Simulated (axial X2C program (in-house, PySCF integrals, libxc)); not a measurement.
**RhH⁻: cheaper levels and CCSD(T), with spin–orbit coupling**

All values were computed with an in-house all-electron X2C program for linear molecules (integrals from PySCF). Two-component (2c) means X2C with spin–orbit coupling and atomic mean-field two-electron Coulomb and Gaunt terms. Basis: Rh dyall-acv3z [13s13p9d5f3g], H dyall-av3z [7s3p2d] (cores contracted in-house); Gaussian nuclei, density fitting, unrestricted open shells. Masses: Rh 102.906 u, H 1.008 u.

State: Ω = 5/2 (⟨Sz⟩ = 0.49, ⟨Lz⟩ = 2.01 at HF); fragments Rh- + H.

```json
{"level": "PBE0", "Re (Å)": "1.543", "ωe (cm⁻¹)": "1979.7"}
{"level": "HF", "Re (Å)": "1.714", "ωe (cm⁻¹)": "1430.2"}
{"level": "CCSD", "Re (Å)": "1.576", "ωe (cm⁻¹)": "1792.2"}
{"level": "r2SCAN", "Re (Å)": "1.543", "ωe (cm⁻¹)": "2004.6"}
```

Correlated methods: 11 electrons correlated (number of frozen shells: Rh 4 s, 3 p, 1 d; H none), 247 virtual spin orbitals or spinors in MP2, 90 natural virtuals in coupled cluster.

CCSD(T), same Hamiltonian and basis:

Re = 1.568 Å, ωe = 1811.5 cm⁻¹; T1 = 0.101 (Lee–Taylor normalisation).

Give the differences from CCSD(T) in the columns below.



```json
{"level": "PBE0", "ΔRe (Å)": "-0.025", "Δωe (cm⁻¹)": "168"}
{"level": "HF", "ΔRe (Å)": "0.146", "Δωe (cm⁻¹)": "-381"}
{"level": "CCSD", "ΔRe (Å)": "0.008", "Δωe (cm⁻¹)": "-19"}
{"level": "r2SCAN", "ΔRe (Å)": "-0.025", "Δωe (cm⁻¹)": "193"}
```

One determinant describes the state; a PBE0 search over occupations chose it and may have missed a lower one. De is not given where an atomic determinant may have missed its ground term or J level, or where the truncated virtual space spoils (T). Density functionals use the spin component along the axis (collinear). Coupled cluster ran in a truncated set of natural virtual spinors; the MP2 energy of the rest was added. (T) has no such correction and the atoms are truncated less, which lowers De at CCSD(T) by a hundredth of an eV or more. Other states lie close and PBE0, whose exact exchange favours high spin, may order them wrongly; the determinant shown need not be the ground state. The nearest other 2c determinant of the search, Ω = 3/2, lies 0.24 eV up at the distance of the search. Without a current term, density functionals place determinants with orbital angular momentum somewhat too high. The highest occupied level of some functionals is positive through self-interaction error; at Hartree–Fock it is bound. The determinant is spin-polarised beyond a pure state at some levels (its spin-free form has ⟨S²⟩ too high), which makes Re and μ there less reliable. The T1 diagnostic is large, a sign of multireference character.
